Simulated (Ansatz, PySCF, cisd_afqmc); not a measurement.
Species: CN, charge 0, doublet. CN (SMILES [C-]#[N+], doublet).
B3LYP-D3(BJ)/def2-TZVP minimum from Ansatz (a program for electronic structure):
```xyz
2

C      0.0000     0.0000    -0.6258
N      0.0000     0.0000     0.5364
```
Charge 0, spin multiplicity 2.

Atomisation energy term by term, kcal/mol (programs: Ansatz, cisd_afqmc). UHF or UKS for unpaired electrons; spin-orbit terms are left out. Cores are frozen in correlated methods. Rows without X2C or -DK are non-relativistic. AFQMC is phaseless with a CISD trial state; ± is one standard error, without the phaseless bias. Outlying blocks are dropped, and bars are widened where a walk drifts. Over all cases where full CI ran beside it in this data, AFQMC minus full CI had a median of +0.1 mEh and passed +0.4 mEh in a tenth of the cases. CBS(X,Y): correlation extrapolated as X^-3, Hartree-Fock from the larger set (Q,5: extrapolated as (X+1)exp(-9√X)). A bracket is a step between two methods taken in the basis named. '+ core + X2C': CCSD(T) terms for core correlation (cc-pwCVTZ) and scalar relativity (cc-pVTZ-DK). The UHF reference of CN ([C-]#[N+], doublet) is spin-contaminated (<S^2> up to 0.37 over the pure value in the sets run).

```csv
term,basis,kcal/mol
Hartree-Fock,"CBS(cc-pVQZ,cc-pV5Z)",90.87
CCSD correlation,"CBS(cc-pVQZ,cc-pV5Z)",77.67
(T),"CBS(cc-pVQZ,cc-pV5Z)",9.54
CCSDT(Q) - CCSD(T),cc-pVQZ,2.25
CCSDTQ - CCSDT(Q),cc-pVDZ,-0.37
core correlation,cc-pwCVTZ,1.16
scalar relativity,"X2C, cc-pVTZ-DK",-0.15
minus zero-point energy,Hessian by PySCF at B3LYP-D3(BJ)/def2-TZVP,-3.08
sum: D0,,177.9
```

The step beyond CCSD(T) by other levels: CCSDTQ in cc-pVDZ 2.05; AFQMC/CISD in cc-pVDZ 1.51 ± 0.26; CCSDT(Q) in cc-pVDZ 2.42; CCSDT(Q) in cc-pVTZ 2.28 kcal/mol.
